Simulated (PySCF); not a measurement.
Converging SnN⁺ in the basis (PBE0)

PySCF, UKS reference; triplet, unpaired electrons π ↑↑; De to Sn⁺ + N without counterpoise correction.

```json
{"basis": "cc-pVDZ-PP/cc-pVDZ", "relativity": "scalar-relativistic core potentials", "functions": "37", "Re (Å)": "2.144", "ωe (cm⁻¹)": "538", "De (eV)": "1.60", "μ (D)": "-1.84"}
{"basis": "def2-SVP", "relativity": "scalar-relativistic core potentials", "functions": "40", "Re (Å)": "2.142", "ωe (cm⁻¹)": "541", "De (eV)": "1.59", "μ (D)": "-1.95"}
{"basis": "def2-TZVPPD", "relativity": "scalar-relativistic core potentials", "functions": "93", "Re (Å)": "2.110", "ωe (cm⁻¹)": "556", "De (eV)": "1.76", "μ (D)": "-1.83"}
```

How does each smaller set differ from the one with most functions, def2-TZVPPD?

cc-pVDZ-PP/cc-pVDZ: +3.4 pm, -3.2 % in ωe, -0.16 eV in De; def2-SVP: +3.2 pm, -2.7 % in ωe, -0.17 eV in De. All at PBE0; the set with most functions is neither the basis-set limit nor always the best.

A positive dipole points towards N; it is taken about the centre of mass and depends on that origin. Spin–orbit coupling is left out, which matters for elements this heavy, above all for dissociation energies. For an ion De counts to the pair picked by the measured ionisation energies or electron affinities, which need not be the lowest pair at this level. The state was picked by a PBE0 search and need not be the measured ground state.
